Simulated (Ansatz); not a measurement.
CH$_{8}$BFSi$_{2}$ (`FB([SiH3])C[SiH3]`), 13 atoms. Total charge 0; spin multiplicity 1. All runs use 4 threads of a server CPU on a shared host. Correlated methods freeze the cores.

Task: How many basis functions does each run have, and how long does it take in Ansatz? RKS ωB97M-V/def2-TZVPP energy and forces; RKS PBE0-D4/def2-TZVP relaxation (11 steps); direct RPA on PBE orbitals/def2-TZVPP energy; RKS PBE0-D4/def2-SVP energy; RKS B3LYP-D4/def2-TZVPP energy and forces; RKS ωB97M-V/def2-SVP energy; RKS B97M-V/def2-TZVPP energy; RHF-CCSD(T)/def2-SVP energy; RHF-MP2/def2-QZVPP energy; RHF-CCSD(T)/def2-TZVPP energy; RKS PBE0-D4/def2-TZVP frequencies; RKS ωB97M-V/def2-QZVPP energy. (Best estimate.)

Result: Ansatz gave: Other jobs shared the machine, so times are rough.

```tsv
level	job	functions	wall time	peak host memory (GiB)
RKS PBE0-D4/def2-SVP	energy	118	0.85 s	0.3
RKS ωB97M-V/def2-SVP	energy	118	2.8 s	0.41
RHF-CCSD(T)/def2-SVP	energy	118	4.2 s	0.62
RKS B3LYP-D4/def2-TZVPP	energy and forces	289	4.5 s	0.94
direct RPA on PBE orbitals/def2-TZVPP	energy	289	4.6 s	0.78
RKS B97M-V/def2-TZVPP	energy	289	6.5 s	0.53
RKS ωB97M-V/def2-TZVPP	energy and forces	289	9 s	1.2
RKS ωB97M-V/def2-QZVPP	energy	551	16 s	2.8
RHF-MP2/def2-QZVPP	energy	551	21 s	4.1
RKS PBE0-D4/def2-TZVP	relaxation (11 steps)	215	33 s	0.63
RHF-CCSD(T)/def2-TZVPP	energy	289	2.2 min	8.6
RKS PBE0-D4/def2-TZVP	frequencies	215	2.3 min	0.64
```

B3LYP here is the variant with VWN-RPA as its local correlation; programs differ in this.
